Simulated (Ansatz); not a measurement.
ZnI₂. Total charge 0; triplet. Geometry r2SCAN-D4/def2-TZVP, that of the charge +1 doublet; atoms count from 1.

```xyz
3

Zn    0.000    0.000    0.000
I    -1.890   -1.296    0.817
I     1.889    1.296   -0.817
```

In the def2 sets I takes a core potential; there is no spin–orbit coupling. At PBE0-D4/def2-TZVP a singlet of charge 0 lies 4.36 eV below the triplet at the same geometry. The structure comes from a short search, and lower isomers may exist.

Estimate the Mulliken populations from the PBE0/def2-TZVP orbitals of Ansatz.


```
atom  charge (e)  spin (α − β)  d electrons
 Zn1       -0.04          0.72        10.07
  I2        0.02          0.64            –
  I3        0.02          0.64            –
```
Mulliken values and Mayer orders depend strongly on the basis.

Where does the spin sit?

Summed by element: Zn 0.72, I 1.28, of 2 unpaired in all. Largest on single atoms: Zn1 0.72, I3 0.64, I2 0.64.

And the Mayer bond orders between bonded heavy atoms (over 0.3)?

Zn1–I2 0.72 (2.43 Å); Zn1–I3 0.72 (2.43 Å). Values over 0.3 also appear between atoms too far apart for a bond (I2–I3 0.47 at 4.86 Å); they arise where an orbital or an unpaired electron spreads over both atoms.
